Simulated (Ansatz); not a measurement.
Isolated molecules relaxed with PBE0-D4/def2-TZVP in Ansatz; ΔE leaves out vibrations. CBS: MP2 limit from def2 TZ/QZ plus the TZ coupled-cluster correction, frozen cores. For Mg outer-core shells are correlated without core-valence functions, which leaves a few kJ/mol of doubt a bond. One conformer a species, not always the lowest.

Reaction (substitution at a C–O bond): `CCCOC` + `[SiH3][O][Mg][SH]` → `C[S][Mg][O][SiH3]` + `CCCO`

```tsv
species	CCSD(T)/def2-TZVPP energy (Eh)
`CCCOC`	-233.26634
`[SiH3][O][Mg][SH]`	-964.27544
`C[S][Mg][O][SiH3]`	-1003.50237
`CCCO`	-194.04033
```

Q: Work out ΔE.

A: ΔE = (-1003.50237) + (-194.04033) − (-233.26634) − (-964.27544) = -0.00092 Eh = -0.6 kcal/mol. CCSD(T)/CBS gives -1.7 kcal/mol.

Largest T1 diagnostic among the species: 0.010.

In def2-TZVPP, CCSD(T) changes the Hartree–Fock value by −1.6 kcal/mol (the triples alone add −0.3 kcal/mol) and MP2 by −2.7 kcal/mol. At CCSD(T), def2-SVP lies +4.5 kcal/mol from the extrapolated value and def2-TZVPP +1.1 kcal/mol. Leaving LDA and LC-ωPBE aside and taking each functional with its dispersion term where it has one, the values, not all of them listed here, spread over 2.3 kcal/mol, from revPBE-D4 to CAM-B3LYP-D4. LDA lies +1.9 kcal/mol from PBE without D4.
